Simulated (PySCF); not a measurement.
C3H11BGeO2, SMILES [CH3][Ge]([CH3])([CH3])[B](O)O (GFN2-xTB optimised geometry):

```
18

Ge    -0.371    -0.717     0.000
C     -0.932     1.207     0.000
C      1.621    -0.717     0.000
C     -0.917    -1.445     1.773
B     -1.166    -1.771    -1.580
O     -0.747    -3.042    -1.692
O     -2.051    -1.307    -2.493
H     -2.011     1.305     0.086
H     -0.486     1.735     0.837
H     -0.619     1.710    -0.912
H      2.009    -0.221     0.885
H      2.011    -0.204    -0.874
H      1.997    -1.735    -0.013
H     -1.992    -1.374     1.912
H     -0.636    -2.490     1.855
H     -0.435    -0.899     2.579
H     -1.115    -3.536    -2.429
H     -2.331    -0.399    -2.391
```

Method: B3LYP/def2-SVP (PySCF 2.14.0).

### Question
What are the frontier orbital energies and the dipole moment?

### Answer
HOMO-2 -7.62 eV, HOMO-1 -7.60 eV, HOMO -7.15 eV, LUMO 0.30 eV, LUMO+1 0.92 eV; dipole moment 1.48 D.

Meta-Löwdin charges at B3LYP/def2-SVP: Ge1 0.61, C2 -0.50, C3 -0.49, C4 -0.49, B5 0.26, O6 -0.47, O7 -0.48, H8 0.09, H9 0.10, H10 0.09, H11 0.10, H12 0.10, H13 0.10, H14 0.10, H15 0.10, H16 0.10, H17 0.32, H18 0.34.
